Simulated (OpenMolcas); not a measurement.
d2 ions of charge +3 down a group on the Y site of Cs2NaYCl6

```json
{
 "Program": "OpenMolcas",
 "Method": "CASSCF",
 "Spin-orbit coupling": "RASSI with atomic mean-field integrals over the reference wave functions"
}
```

The d shell is active. Each dopant is a cluster with its nearest anions in model potentials and point charges, with no relaxation. Distances were set from a Shannon-type radius of the metal (high-spin where two are listed) plus a fixed donor radius (Cl 1.76 Å), in hosts weighted 0.65 to 0.35 with the host's distance in the model lattice. Ligand basis ANO-RCC-VDZP, DKH2 Hamiltonian. States (labels of O, the rotations of Oh). Energies in cm-1 above the lowest state or level, χT in cm3 K/mol; under a threefold ground state the first gap can be a small split of the lowest multiplet, not the spin-orbit step; 10Dq and B are least-squares fits to the states below 45000 cm-1, weighted by degeneracy, with a free offset, and given where the rms deviation is under 5 % of |10Dq| (or 100 cm-1) and under 700 cm-1. Spin-only χT is S(S+1) / 2 for the spin of the ground state.

```tsv
Ion	Shell	R (Å)	Metal basis	Ground state	First state of that spin	10Dq	B (rms of fit)	First gap with spin-orbit (degeneracies)	χT at 300 K	First state of another spin	Spin-only χT
V3+	3d2	2.477	ANO-RCC-VTZP	3T1	3T2 8477	9408	947 (201)	7.4 (2, 3)	0.905	1T2 13683	1.000
Nb3+	4d2	2.529	ANO-RCC-VTZP	3T1	3T2 16851	17935	621 (161)	25.5 (2, 3)	0.470	1T2 9167	1.000
```

|10Dq| changes by a factor of 17935 / 9408 = 1.91 from V3+ to Nb3+.

B goes from 947 cm-1 (V3+) to 621 cm-1 (Nb3+).

χT departs most from the spin-only value for Nb3+, by -0.530 cm3 K/mol.

An orbital triplet at a regular site is open to Jahn-Teller coupling, which can distort the site and quench the lowest spin-orbit gaps and is left out. Without dynamic correlation the repulsion within the d shell is too large (B by tens of per cent), so at a given field states of lower spin stand too high. Ligand-to-metal charge-transfer states are missing. With no ligand orbital active B as a rule stays too high, so bands that hang on it stand too high and its fall with covalency is understated. With metal d orbitals alone and no dynamic correlation the field as a rule comes out too small, by tens of per cent, by up to half for chloride and softer ligands (holds for V3+). The least metal-like active orbital is 80 % on the metal (Löwdin) and no ligand orbital is active, so the numbers are rough (holds for Nb3+). With metal d orbitals alone the field can be off either way by tens of per cent (holds for Nb3+). No measured value stands beside these numbers; the geometry was set by hand and not optimised.
